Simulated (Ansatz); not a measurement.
System: YO, charge 0, multiplicity 2. The spin state was set by rule; other spins were not relaxed. SMILES: [O]=[Y]
Geometry from a B3LYP-D3(BJ)/def2-TZVP (Ansatz, a quantum-chemistry and plane-wave program) optimisation:
```xyz
2

Y      0.0000     0.0000    -0.3067
O      0.0000     0.0000     1.4952
```
Charge 0, spin multiplicity 2.

Wanted: atomisation energy (electronic, to ground-state atoms), in kcal/mol. Correlated levels leave the core frozen unless marked. Open shells are spin-unrestricted. Spin-orbit coupling is left out. The frozen core is the preceding noble-gas configuration, with the filled d and f shells of earlier blocks. Past Kr the def2 sets carry scalar-relativistic core potentials. 

```tsv
level	program	atomisation energy (kcal/mol)
RI-HF/def2-TZVPPD	Ansatz	91.8
PBE-D3(BJ)/def2-TZVPD	Ansatz + dftd3	180.2
revPBE-D3(BJ)/def2-TZVPD	Ansatz + dftd3	173.4
PBE0-D3(BJ)/def2-TZVP	Ansatz + dftd3	164.7
BHLYP-D3(BJ)/def2-TZVPD	Ansatz + dftd3	145.1
CAM-B3LYP-D3(BJ)/def2-TZVPD	Ansatz + dftd3	164.2
RI-MP2/def2-TZVPP	Ansatz	180.7
CCSD/def2-TZVPPD	Ansatz	151.6
CCSD(T)/def2-QZVPP	Ansatz	164.7
```
